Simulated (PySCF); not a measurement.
**Potassium: a sound run and one with changed settings**

Sound run: K⁺ [Ar], K²⁺ [Ne] 3s2 3p5. Computed with PySCF 2.14 in x2c-TZVPall (6s4p3d, 33 functions), with scalar relativity by spin-free X2C-1e. The sound run starts from symmetry-adapted Hartree-Fock orbitals and uses a fine grid where one is needed.

Changed run: radial step 0.8 in ln r (0.13 in the sound run). This setting is unsound on purpose.

```csv
species,method,sound run (hartree),changed run (hartree),converged
K⁺,UHF,-601.30155,-601.30155,yes
K⁺,PBE0,-601.88679,-601.93239,yes
K⁺,r2SCAN,-602.02151,-602.32532,yes
K²⁺,UHF,-600.18106,-600.18106,yes
K²⁺,PBE0,-600.72397,-600.75578,yes
K²⁺,r2SCAN,-600.85532,-601.12144,yes
```

Ionisation energy of K⁺:

```tsv
method	sound run (eV)	changed run (eV)
UHF	30.490	30.490
PBE0	31.642	32.017
r2SCAN	31.734	32.759
```

A coarse radial grid mis-integrates the density and the exchange-correlation energy, with errors of either sign; Hartree-Fock needs no grid.

For comparison, NIST gives 31.625 eV between the lowest levels.
